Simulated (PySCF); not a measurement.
## Working out the ionisation energy of Tc

Tc [Kr] 4d5 5s2 (6S) → Tc+ [Kr] 4d5 5s1 (7S). All numbers are calculated (PySCF 2.14, scalar relativity by spin-free X2C-1e, in x2c-TZVPPall (8s6p6d2f1g, 79 functions)). Frozen: [Ar] 3d10. Energies in hartree (1 hartree = 27.21139 eV):

```tsv
part	Tc (lower)	Tc+ (upper)
UHF	-4283.046492	-4282.842939
MP2 opposite-spin	-0.267750	-0.226154
MP2 same-spin	-0.150159	-0.144680
```

Question: What does Hartree-Fock give?

Answer: (-4282.842939) − (-4283.046492) = 0.203553 hartree = 5.539 eV.

Question: What do MP2 and SCS-MP2 (6/5 opposite-spin, 1/3 same-spin) give?

Answer: The opposite-spin parts differ by 1.132 eV and the same-spin parts by 0.149 eV. MP2: 5.539 + (1.132) + (0.149) = 6.820 eV. SCS-MP2: 5.539 + 1.2 × (1.132) + (0.149)/3 = 6.947 eV.

Measured between the centres of the two terms (NIST): 7.119 eV, so MP2 (valence and next inner shell) is off by -0.299 eV.

What remains against the reference includes basis incompleteness, the frozen core and correlation beyond second order.
